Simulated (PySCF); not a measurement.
## Solvent effects on NMR parameters

Bonds (- single, = double, # triple, : aromatic): C1-C2, C2-C3, C3-C4, C3-C5, C3-C6, C6#N7. C1 carries H8, H9, H10; C2 carries H11, H12; C4 carries H13, H14, H15; C5 carries H16, H17, H18.

GIAO PBE0/pcSseg-1 in PySCF on one PBE0-D3(BJ)/def2-SVP conformer, non-relativistic, equivalent nuclei averaged. Solvents enter as an IEF-PCM continuum (chloroform with ε = 4.7, dichloromethane with ε = 8.9) around the gas-phase geometry. Shifts are referred to TMS computed in the same medium.

Gas phase, δ in ppm: C6 129.7, C2 37.7, C3 32.3, C4/C5 28.5, C1 11.3, H11/H12 1.28, H13/H14/H15/H16/H17/H18 1.22, H8/H9/H10 1.17. Dipole moment 4.05 D.

Task: How does each δ change in the continuum?

Result: 
```tsv
atoms	environment	Δδ, chloroform	Δδ, dichloromethane
C6	nitrile carbon	+5.2	+6.2
C2	sp3 CH2	+0.1	+0.1
C3	quaternary sp3 carbon α to a nitrile	+1.6	+1.9
C4/C5	methyl carbon	0.0	0.0
C1	methyl carbon	+0.6	+0.7
H11/H12	hydrogen on an sp3 CH2	+0.13	+0.16
H13/H14/H15/H16/H17/H18	hydrogen on a methyl carbon	+0.09	+0.11
H8/H9/H10	hydrogen on a methyl carbon	-0.02	-0.03
```

Changes are relative to the gas phase. The dipole moment becomes 4.95 D in chloroform, 5.14 D in dichloromethane.

Task: Which of the listed nuclei move most (in ppm), and what does the model miss? (N and O are left out, as their reference compounds move with the solvent too.)

Result: C6 (nitrile carbon, +6.2 ppm) in dichloromethane. A continuum only polarises the solute; specific hydrogen bonds, the anisotropy of aromatic solvents and changes of geometry or conformer are outside it.
